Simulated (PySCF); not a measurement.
SnHMe2I, C2H7ISn.
Geometry (PBE0-D3(BJ)/def2-SVP, Å), atoms numbered from 1 in this order:
```xyz
11
C2H7ISn angstrom
Sn    -0.2551   -0.4303    0.5395
H     -0.3332   -0.5554    2.2500
C      1.7549   -0.5561   -0.1965
H      2.3542    0.2768    0.1994
H      1.7450   -0.5094   -1.2941
H      2.2003   -1.5089    0.1196
C     -1.3418    1.2618   -0.2056
H     -2.3786    1.2191    0.1541
H     -1.3397    1.2415   -1.3039
H     -0.8720    2.1930    0.1436
I     -1.5340   -2.6321   -0.4061
```

Level of theory: PBE0-D3(BJ)/def2-SVP geometry optimisation, gas phase, def2 core potentials past Kr in PySCF 2.14.0.

Question: Which atoms are bound to Sn1, and at what distances?

Answer: 4 atoms: H2 1.717 Å, C3 2.144 Å, C7 2.145 Å, I11 2.716 Å. The nearest atom not counted as bound is H6, at 2.71 Å (others tie with it).

Question: List the angles at Sn1.

Answer: 
```
     angle  degrees  distance of the outer atoms (Å)
 C3–Sn1–C7    113.7                             3.59
 H2–Sn1–C7    112.4                             3.22
 H2–Sn1–C3    112.4                             3.22
C7–Sn1–I11    106.3                             3.90
C3–Sn1–I11    105.9                             3.89
H2–Sn1–I11    105.4                             3.58
```

Question: What is the shape at Sn1?

Answer: Distorted tetrahedral: angles from 105.4° to 113.7°; τ4 = (360° − α − β)/141° = 0.95 with α and β the two widest (0 for a square, 1 for a tetrahedron).

Question: What are the other bond lengths?

Answer: C3–H4 and 5 like bonds 1.099 Å.

Question: What are the rotational constants (commonest isotopes, rigid rotor)?

Answer: A = 3744, B = 836.7, C = 744.0 MHz: a near-prolate asymmetric top.

Charge 0, singlet. Not checked by PBE0-D3(BJ)/def2-SVP frequencies.

The run took 32 s wall on Arm Neoverse V1, one thread, no GPU (shared host). That covers the optimisation of the geometry.
